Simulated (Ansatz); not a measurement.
`FC([SiH3])(Cl)Cl` and `OC(F)(Cl)Cl` differ in one atom or group.

Ansatz, PBE0-D4/def2-TZVP geometries, multiplicity 1. Each molecule was computed in one conformer, which needn't be the lowest.

| property | `FC([SiH3])(Cl)Cl` |
| --- | --- |
| HOMO energy (ωB97M-V/def2-TZVPP) / eV | -10.92 |
| HOMO energy (PBE/def2-TZVPP) / eV | -7.36 |
| ideal-gas entropy at 298 K and 1 bar (rigid rotor, harmonic PBE0-D4/def2-TZVP) / J/(mol·K) | 344 |
| zero-point energy (PBE0-D4/def2-TZVP) / kJ/mol | 93.2 |
| size of the dipole moment (B3LYP/def2-TZVPP) / D | 1.66 |
| LUMO energy (PBE/def2-TZVPP) / eV | -1.65 |

(1) What does the change do to each property? (An estimate is asked.)

## Answers

(1) Ansatz gave: 
```json
{"property": "HOMO energy (ωB97M-V/def2-TZVPP) / eV", "`OC(F)(Cl)Cl`": "-11.29", "shift": "-0.37"}
{"property": "HOMO energy (PBE/def2-TZVPP) / eV", "`OC(F)(Cl)Cl`": "-7.47", "shift": "-0.11"}
{"property": "ideal-gas entropy at 298 K and 1 bar (rigid rotor, harmonic PBE0-D4/def2-TZVP) / J/(mol·K)", "`OC(F)(Cl)Cl`": "314", "shift": "-30"}
{"property": "zero-point energy (PBE0-D4/def2-TZVP) / kJ/mol", "`OC(F)(Cl)Cl`": "66.8", "shift": "-26.4"}
{"property": "size of the dipole moment (B3LYP/def2-TZVPP) / D", "`OC(F)(Cl)Cl`": "1.90", "shift": "0.24"}
{"property": "LUMO energy (PBE/def2-TZVPP) / eV", "`OC(F)(Cl)Cl`": "-1.71", "shift": "-0.06"}
```

The zero-point energy changes by -26.4 kJ/mol with -6 modes. Dipoles are sizes alone; their direction can turn.

Positive LUMOs are unbound, so they and the gaps depend on the basis.

B3LYP here is the variant with VWN-RPA as its local correlation; programs differ in this.
